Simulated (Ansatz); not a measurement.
**Abstraction of F: GaH(CH3)F + C2HF2Si → GaH(CH3) + C2HF3Si**

Gas-phase species: GaH(CH3)F, singlet; C2HF2Si `C#C[Si](F)F`, doublet; GaH(CH3), doublet; C2HF3Si `C#C[Si](F)(F)F`, singlet. A radical takes F: the energy is the difference in strength between the Ga–F bond broken and the Si–F bond made.

Shapes, held fixed at every level: PBE0-D4/def2-TZVP. Programs: Ansatz 0.2.0. Electronic energies: no zero-point or thermal term.

| level | kind | ΔE (kJ/mol) | less CCSD/def2-SVP |
| --- | --- | --- | --- |
| MP2/def2-SVP | perturbation theory | -100.8 | -0.8 |
| MP2/def2-TZVPP | perturbation theory | -118.2 | -18.2 |
| PBE0-D4/def2-TZVPP | global hybrid | -111.0 | -11.0 |
| wB97X-V/def2-TZVPP | range-separated hybrid | -111.2 | -11.2 |
| B2PLYP/def2-TZVPP | double hybrid | -113.7 | -13.7 |
| CCSD(T)/def2-SVP | coupled cluster or CI | -98.5 | +1.5 |
| CCSD/def2-SVP | coupled cluster or CI | -100.0 | 0.0 |

The highest level, CCSD/def2-SVP, gives ΔE = -100.0 kJ/mol; the levels span -118.2 to -98.5. The column of differences is taken from that level and isn't an error. No measured value is set beside it here. Open shells run unrestricted. Relativity is left out for Ga. Outer-core shells of Ga are correlated, in sets that cover them unevenly.
